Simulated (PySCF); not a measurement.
C8H8FN.
Geometry (GFN2-xTB, Å), atoms numbered from 1 in this order:
```xyz
18
C8H8FN angstrom
C      2.7794    0.1096   -1.9141
N      1.5462   -0.1170   -1.8980
C      0.8013   -0.2155   -0.7355
C      1.2098   -0.9969    0.3471
C      0.3886   -1.1293    1.4490
C     -0.8351   -0.4829    1.4964
C     -1.2505    0.2949    0.4235
C     -2.5847    0.9899    0.4327
F     -3.1554    0.9978    1.6800
C     -0.4394    0.4168   -0.6932
H      3.3870    0.3206   -1.0288
H      3.2828    0.1204   -2.8705
H      2.1563   -1.5153    0.2989
H      0.7042   -1.7391    2.2825
H     -1.4704   -0.5817    2.3626
H     -2.4870    2.0369    0.1233
H     -3.2939    0.4793   -0.2319
H     -0.7478    1.0178   -1.5354
```

Definitions: NICS(0) = −σiso at the ring centroid; NICS(1) = −σiso and NICS(1)zz = −σzz at ±1 Å along the ring normal z. Level: GIAO PBE0/pcSseg-1 (PySCF, non-relativistic, gas phase) on the GFN2-xTB geometry, one conformer.

Ring bond lengths (Å), with Mayer bond orders in brackets: C3–C4 1.396 (1.34), C4–C5 1.381 (1.44), C5–C6 1.385 (1.43), C6–C7 1.389 (1.41), C7–C10 1.385 (1.38), C10–C3 1.393 (1.39).

Question: Give the NICS values of each ring in ppm.

Answer: 
```
              ring                                              type  NICS(0)  NICS(1), two faces  NICS(1)zz, two faces  rms pucker (Å)  centre to ring atoms, mean (Å)
C3–C4–C5–C6–C7–C10  6-membered carbocycle; formal bonds all aromatic     -8.5       -10.6 / -10.8         -27.3 / -26.7            0.01                            1.39
```

Question: What can be read from them?

Answer: 
- C3–C4–C5–C6–C7–C10: mean NICS(1)zz -27.0 ppm, shielded. For a flat ring without four-coordinate atoms the NICS criterion counts such a value as aromatic.

Question: And the bond-length index? HOMA = 1 − mean of α(R − Ropt)² over the ring bonds, with Krygowski's 1993 parameters (CC: Ropt 1.388 Å, α 257.7 Å⁻²).

Answer: 
- C3–C4–C5–C6–C7–C10: HOMA 0.99 = 1 − EN − GEO, with mean bond length 1.388 Å, EN = α(Ropt − mean)² = 0.000 and GEO = α × variance = 0.007. The geometric and the magnetic index point the same way.

Question: What is the mean of the two in-plane components of NICS at the first NICS(1) probe listed for ring C3–C4–C5–C6–C7–C10, 1 Å off the ring?

Answer: The isotropic value is a third of the trace: (3 × -10.6 − (-27.3))/2 = -2.2 ppm.

Question: What are the shieldings of the ring atoms and their hydrogens in the same run (means over atoms taken as equivalent)?

Answer: 
| atoms | environment | σ isotropic (ppm) |
| --- | --- | --- |
| C3 | aromatic carbon bearing nitrogen | 29.9 |
| C4 | aromatic CH carbon | 67.9 |
| C5 | aromatic CH carbon | 51.4 |
| C6 | aromatic CH carbon | 60.8 |
| C7 | substituted aromatic carbon | 41.3 |
| C10 | aromatic CH carbon | 63.3 |
| H13 | aromatic hydrogen | 24.93 |
| H14 | aromatic hydrogen | 23.99 |
| H15 | aromatic hydrogen | 23.99 |
| H18 | aromatic hydrogen | 24.61 |

The run took 30 s of wall time on Arm Neoverse V2, one thread, no GPU, shared host with 96 logical CPUs at a one-minute load of 39, and the process peaked at 1.0 GiB of memory. This is the whole shielding run at PBE0/pcSseg-1, SCF included.
